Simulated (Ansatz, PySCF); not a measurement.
Reaction (SMILES): [C-]#[N+][CH]C → [C-]#[N+][CH-]C (an electron is taken up)
Geometries: B3LYP-D3(BJ)/def2-TZVP minima from Ansatz (a quantum-chemistry and plane-wave program).

Wanted: adiabatic electron affinity (0 K, with B3LYP-D3(BJ) harmonic zero-point energies from PySCF), positive where the reaction releases energy, in eV. Cores are frozen in the correlated levels unless marked. UHF or UKS for open shells. No spin-orbit coupling. No relativistic terms. Anions need diffuse functions: aug- sets have them; def2-D sets add few; the other sets have none. CBS(X,Y): correlation extrapolated as X^-3; Hartree-Fock from the larger set. The bracket is a focal-point correction in the basis named.

RI-MP2/CBS(aug-cc-pVTZ,aug-cc-pVQZ)+[CCSD(T)-MP2]/aug-cc-pVTZ (Ansatz) gives 0.95 eV.

Q: Another calculation gave 0.82 eV. Which level was it?
A) B2PLYP/def2-TZVPD (Ansatz)
B) SVWN5/def2-TZVPD (Ansatz)
C) HF/def2-TZVPD (PySCF)
D) LC-wPBE/def2-TZVPD (Ansatz)

A: A, B2PLYP/def2-TZVPD (Ansatz). The others give 1.13 (SVWN5), 0.68 (LC-wPBE), -0.73 (HF) eV.
